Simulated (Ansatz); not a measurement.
Tetramethylammonium hexafluoroantimonate, `C[N+](C)(C)C.[F][Sb-]([F])([F])([F])([F])[F]`, relaxed as a singlet with RKS PBE-D4/def2-SVP in Ansatz, starting from the GFN2-xTB geometry. Force threshold 0.03 eV/Å.

In the def2 sets Sb takes a core potential; there is no spin–orbit coupling.

Start:

Cartesian coordinates in Å:
```
C 0.826 0.959 -0.568
N -0.625 0.842 -0.787
C -1.303 0.506 0.476
C -0.886 -0.222 -1.771
C -1.142 2.123 -1.290
H 1.239 0.005 -0.248
H 1.322 1.263 -1.487
H 1.033 1.684 0.216
H -1.066 1.244 1.239
H -2.380 0.469 0.326
H -0.963 -0.462 0.838
H -0.413 0.021 -2.720
H -0.480 -1.162 -1.404
H -1.957 -0.338 -1.923
H -0.645 2.392 -2.221
H -0.961 2.910 -0.559
H -2.214 2.054 -1.472
F 2.635 -2.023 3.527
Sb 1.572 -2.105 1.980
F 2.038 -3.898 1.648
F 2.925 -1.395 0.812
F -0.057 -2.533 2.869
F 0.474 -2.098 0.335
F 1.030 -0.236 2.185
```

(1) Estimate the energy that the relaxation releases and the steps that it takes.

(2) Does the start keep its bonding?

(3) Predict the relaxed structure.

## Answers

(1) 41.6 kJ/mol, in 18 steps; 75 s on 4 threads of Arm Neoverse V2 on a shared host. The force fell under the threshold at step 7, but the optimiser went on and released 0.093 eV more. No frequencies were taken in this run, so the end may be a saddle point.

(2) By distances, no bond broke or formed. The bond that changes most is Sb19–F21, from 1.92 to 1.98 Å (atoms count from 1). A close non-bonded pair moves further: H13–F21, from 4.07 to 2.20 Å.

(3) 
```tsv
atom	x (Å)	y (Å)	z (Å)
C1	0.864	1.335	-0.283
N2	-0.525	0.926	-0.705
C3	-1.366	0.680	0.522
C4	-0.444	-0.344	-1.514
C5	-1.141	2.012	-1.529
H6	1.315	0.499	0.282
H7	1.454	1.551	-1.192
H8	0.786	2.237	0.351
H9	-1.427	1.622	1.096
H10	-2.372	0.361	0.195
H11	-0.881	-0.109	1.123
H12	0.199	-0.157	-2.393
H13	-0.008	-1.134	-0.877
H14	-1.465	-0.619	-1.833
H15	-0.528	2.172	-2.435
H16	-1.179	2.943	-0.933
H17	-2.165	1.712	-1.818
F18	3.071	-2.156	2.502
Sb19	1.299	-2.295	1.749
F20	1.607	-4.079	1.082
F21	1.949	-1.532	0.041
F22	0.530	-2.931	3.401
F23	-0.489	-2.270	0.903
F24	0.917	-0.424	2.266
```
Bond lengths: 6 × F–Sb 1.93 to 1.98 Å; 4 × C–N 1.50 to 1.51 Å; 12 × C–H 1.10 to 1.11 Å.
